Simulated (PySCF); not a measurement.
CH3AlCl2S.

```xyz
8

Al     0.0130     0.3860     0.0000
Cl     0.9235     2.2711     0.0000
Cl    -2.0852     0.2461     0.0000
S      1.2542    -1.3820     0.0000
C      0.0228    -2.7609     0.0000
H     -1.0100    -2.3908     0.0000
H      0.1926    -3.3715    -0.8966
H      0.1926    -3.3715     0.8966
```

Coordinates come from a B3LYP-D3(BJ)/def2-SVP optimisation. One conformer was computed; it need not be the lowest.

These are PBE/pcSseg-1 run with PySCF values and carry that method's errors. Non-relativistic, no solvent.

Give the absolute GIAO shielding of each atom: isotropic value and principal components (ppm). (An estimate is asked for; the answer gives what the named calculation found.)


```
atom  σ(iso)    σ11    σ22     σ33   span
----  ------  -----  -----  ------  -----
Al1    369.2  335.6  341.3   430.6   95.0
Cl2    884.8  781.0  845.6  1027.8  246.8
Cl3    900.6  758.1  934.3  1009.3  251.1
S4     608.3  546.6  585.7   692.8  146.2
C5     164.4  152.9  153.6   186.7   33.7
H6      28.8   21.6   30.7    34.2   12.6
H7      29.0   23.4   26.3    37.3   14.0
H8      29.0   23.4   26.3    37.3   14.0
```
